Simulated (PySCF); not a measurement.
## Electric field gradients and quadrupole coupling constants

Compound: C5H8N2SSi.
SMILES with atom numbers: `[NH2:1][c:2]1[cH:3][cH:4][cH:5][n:6][c:7]1[S:8][SiH3:9]` (hydrogens: H10, H11 on N1; H12 on C3; H13 on C4; H14 on C5; H15, H16, H17 on Si9)

Structure used (GFN2-xTB), in Å, numbered top down from 1:
```xyz
17
C5H8N2SSi angstrom
N     -0.8290    2.4575   -0.5733
C     -0.8068    1.1003   -0.4224
C     -1.9043    0.2845   -0.6691
C     -1.8286   -1.0833   -0.4169
C     -0.6549   -1.6142    0.0712
N      0.4044   -0.8425    0.3006
C      0.3500    0.4601    0.0696
S      1.8501    1.2219    0.4229
Si     2.4916   -0.8237    0.9694
H     -1.5354    2.8572   -1.1667
H      0.0659    2.9200   -0.5554
H     -2.8142    0.7202   -1.0553
H     -2.6782   -1.7198   -0.6047
H     -0.5306   -2.6647    0.2857
H      3.8731   -0.4511    1.3484
H      2.6670   -1.6078   -0.2434
H      1.8729   -1.2024    2.2296
```

Field gradients from the PBE0/pcSseg-1 density (PySCF, non-relativistic), principal values in atomic units, ordered |Vxx| ≤ |Vyy| ≤ |Vzz|:

```tsv
atom	Vxx	Vyy	Vzz
N1	0.4814	0.6220	-1.1034
N6	0.3521	0.3790	-0.7310
S8	-0.2949	-1.7185	2.0134
```

**Question.** Find the asymmetry η = (Vxx − Vyy)/Vzz and the couplings χ = eQV/h (234.96 MHz × Q in barn × V in au), with Q(14N) = 0.02044 b, Q(33S) = −0.0678 b.

**Answer.** 
```
atom                environment  nucleus     η  χzz (MHz)  χxx (MHz)  χyy (MHz)
  N1      aniline-type nitrogen      14N  0.13      -5.30       2.31       2.99
  N6     pyridine-type nitrogen      14N  0.04     -3.511      1.691      1.820
  S8  sulfur bonded to C and Si      33S  0.71     -32.07       4.70      27.38
```

The gradient is axial or nearly so (η below 0.05) at N6. 

**Question.** What is Vzz at S8 in SI units (1 au = 9.71736 × 10²¹ V/m²)?

**Answer.** 2.0134 au = 19.565 × 10²¹ V/m².

**Question.** What couplings would deuterons (Q(2H) = 0.00286 b) have in place of the hydrogens, at this geometry?

**Answer.** 
```csv
atom,bonded to,bond length (Å),Vzz (au),η,χzz (kHz)
H10,N1,1.005,0.4185,0.19,281
H11,N1,1.008,0.4041,0.21,272
H12,C3,1.080,0.3271,0.08,220
H13,C4,1.078,0.3306,0.07,222
H14,C5,1.079,0.3254,0.08,219
H15,Si9,1.480,0.1487,0.05,100
H16,Si9,1.455,0.1704,0.04,115
H17,Si9,1.454,0.1708,0.04,115
```

The structure is a single GFN2-xTB conformer in the gas phase; no vibrational or solvent corrections. GFN2-xTB bond lengths can be off by several hundredths of an ångström, more for odd bonds, and the gradients follow them. The small basis limits the accuracy of the gradients.
